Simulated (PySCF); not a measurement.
C2H7FSi3, SMILES C([SiH2]F)#C[SiH2][SiH3].

The structure is a stationary point at PBE-D3(BJ)/def2-SVP. This is a generated structure with no PubChem entry under its InChIKey; it may be hypothetical.

Computed with CAM-B3LYP/def2-TZVP run with PySCF.

**Question.** Estimate the frontier levels, gap, dipole moment and polarisability. (The exact figures need the calculation; the answer reports its results.)

**Answer.** 
```
Quantity                                                                                                        Result
---------------------------------------------------------------------------------------------  -----------------------
highest occupied level                                                                                        -9.32 eV
lowest empty level                                                                                            -0.33 eV
orbital gap                                                                                                    8.99 eV
dipole moment                                                                                                   1.60 D
quadrupole, principal values (traceless, Buckingham form, about the centre of nuclear charge)   -6.88, -0.37, 7.25 D·Å
mean static polarisability                                                                      106.7 bohr³ (15.80 Å³)
polarisability, principal values                                                               82.1, 93.1, 144.8 bohr³
```
